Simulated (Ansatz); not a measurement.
The cluster Mg7O8, relaxed as a singlet with RKS r2SCAN-D4/def2-SVP in Ansatz, starting from the GFN1-xTB geometry. Force threshold 0.03 eV/Å.

The structure holds one bond between oxygen atoms, so isomers without such links may lie far lower. The restricted singlet is unstable towards broken spin symmetry in Hartree–Fock (as tested in another run); at r2SCAN-D4/def2-SVP this wasn't settled. The structure comes from a short search, and lower isomers may exist.

Start:

Cartesian coordinates in Å:
```
Mg -1.5895 -0.5735 3.5058
Mg -3.7400 -2.0295 2.4544
Mg 3.2536 1.9716 -0.8799
Mg 3.0185 1.3369 -3.6068
Mg 0.5188 0.4437 0.8148
Mg 0.7527 0.2478 -1.8630
Mg -1.7141 -0.9926 0.3709
O 1.7969 1.1337 -0.2791
O -0.8614 0.2759 -0.8054
O -3.0447 -1.4322 3.9959
O 4.0611 2.1994 -2.4262
O -0.7045 -0.1726 2.0092
O -3.1996 -1.8635 0.7935
O -0.0571 -1.0006 -0.6302
O 1.5093 0.4555 -3.4539
```

(1) Estimate the energy that the relaxation releases and the steps that it takes.

(2) Does the start keep its bonding?

(3) Predict the relaxed structure.

Results:

(1) 0.75 eV, in 7 steps; 70 s on 4 threads of Arm Neoverse V1 on a shared host. No frequencies were taken in this run, so the end may be a saddle point.

(2) By distances, no bond broke or formed. The bond that changes most is Mg7–O9, from 1.93 to 2.05 Å (atoms count from 1).

(3) 
```tsv
atom	x (Å)	y (Å)	z (Å)
Mg1	-1.743	-0.622	3.549
Mg2	-3.969	-2.137	2.615
Mg3	3.337	1.953	-1.036
Mg4	3.188	1.490	-3.844
Mg5	0.515	0.428	0.811
Mg6	0.861	0.287	-1.905
Mg7	-1.771	-1.048	0.471
O8	1.865	1.127	-0.301
O9	-0.854	0.294	-0.781
O10	-3.238	-1.473	4.175
O11	4.248	2.320	-2.581
O12	-0.749	-0.199	2.058
O13	-3.318	-1.955	0.929
O14	-0.025	-1.029	-0.606
O15	1.652	0.565	-3.556
```
Bond lengths (bridged metal pairs left out): 20 × Mg–O 1.82 to 2.10 Å; 1 × O–O 1.57 Å.
